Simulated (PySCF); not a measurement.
Molecular orbitals of GeBr⁺

r²SCANh at R = 2.238 Å; PySCF, no relativity, basis sets Ge pcseg-1, Br pcseg-1. State: ¹Σ⁺ (singlet), closed shell. Only the outer orbitals are listed, counted within each symmetry.

```
orbital  occ.  ε (eV)  on Ge (%)            main shells (%)
    13σ     2  -27.93          9                    89 Br s
    14σ     2  -20.27         67   67 Ge s, 23 Br p, 9 Br s
    15σ     2  -15.25         50  50 Br p, 25 Ge p, 23 Ge s
     7π     2  -15.10         13           87 Br p, 11 Ge p
     7π     2  -15.10         13           87 Br p, 11 Ge p
     8π     0   -9.98         87           87 Ge p, 11 Br p
     8π     0   -9.98         87           87 Ge p, 11 Br p
    16σ     0   -6.42         77           68 Ge p, 20 Br p
```

Task: Which are the highest filled and the lowest empty level, where do they sit, and how wide is the gap?

Result: Highest filled 7π at -15.10 eV (in %: 87 Br p, 11 Ge p); lowest empty 8π at -9.98 eV (in %: 87 Ge p, 11 Br p); the gap at r²SCANh is 5.12 eV.

The bond order (Mayer) is 1.65 and the ⟨S²⟩ is 0.000. The charge on Ge (Mulliken, basis-dependent) is 0.99. The charge on Ge (Löwdin, basis-dependent) is 0.67 and the dipole moment (positive dipole points towards Br; it is taken about the centre of mass and depends on that origin) is -3.62 D.
